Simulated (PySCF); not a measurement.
## Spin states and ions at one geometry of Bi(CH3)H4

PySCF 2.14.0, RKS PBE0, Bi def2-SVP with ECP60, C def2-SVP, H def2-SVP; non-relativistic Hamiltonian with scalar-relativistic core potentials where named; density fitting; no spin-orbit coupling; singlets restricted, open shells unrestricted. The geometry is relaxed for charge 0, singlet, vacuum:

```xyz
9

Bi    0.0000    0.0000   -0.1681
C     0.0000    0.0000    2.1523
H    -1.0439    0.0000    2.4986
H     0.5219   -0.9040    2.4986
H     0.5219    0.9040    2.4986
H     0.0000    0.0000   -2.0270
H     1.8073    0.0000   -0.1775
H    -0.9036    1.5652   -0.1775
H    -0.9036   -1.5652   -0.1775
```

Energies count from the relaxed state; an electron taken off or put on is at rest in vacuum. Charges and spins are Mulliken's.

```
                     state  energy (eV)  spin squared  charge on Bi1 (e)  spin on Bi1 (e)  dipole about the centre of mass (D)
 charge 0, singlet, vacuum         0.00          0.00               0.50             0.00                                 0.61
 charge 0, triplet, vacuum         2.18          2.04               0.51            -0.36                                 1.48
charge -1, doublet, vacuum         0.38          0.76               0.68            -0.18                                 0.66
```

Task: What does the state charge +1, doublet, vacuum give?

Result: energy (eV) 7.74, spin squared 0.77, charge on Bi1 (e) 0.42, spin on Bi1 (e) -0.21, dipole about the centre of mass (D) 1.63.

With an electron taken off (doublet) the charges change, summed by element, by Bi -0.08 e, C +0.06 e, H +1.02 e. The vertical ionisation energy is 7.74 eV, against −ε(HOMO) = 5.82 eV of the relaxed state. The level lies 1.9 eV too high, as is usual for semilocal functionals and global hybrids, which keep a self-interaction error.

With an electron put on (doublet) the charges change, summed by element, by Bi +0.18 e, C -0.04 e, H -1.14 e. The vertical electron affinity is -0.38 eV, against −ε(LUMO) = 1.45 eV of the relaxed state. The basis has no diffuse functions, which an added electron needs. The added electron's level lies above zero.

Open shells may have lower solutions than those found.
